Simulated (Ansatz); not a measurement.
Basis-set extrapolation for `C=C(C)[C](=N)[AlH2]` (PBE0-D4/def2-TZVP geometry, frozen core, Ansatz). Multiplicity 1, RHF reference.

```
                      def2-TZVPP   def2-QZVPP
                 HF  -452.521304  -452.537819
    MP2 correlation    -0.937280    -0.998440
CCSD(T) correlation    -1.032005      not run
```

Energies in hartree. Use E(X) = E(∞) + A·exp(−7.88·√X) for Hartree–Fock and E(X) = E(∞) + B·X^(−2.97) for correlation, with X = 3 and 4, and add CCSD(T) minus MP2 of the smaller set to the MP2 limit.

Problem. What is the CCSD(T) energy at the basis-set limit?

Solution. HF limit: -452.537819 + (-0.016515) × 0.13774 = -452.54009. MP2 limit: -0.998440 + (-0.061160) × 0.74074 = -1.04374. Higher-order term: -1.032005 − (-0.937280) = -0.09473. Total: -453.67856 hartree, 328.8 kJ/mol below CCSD(T)/def2-TZVPP.
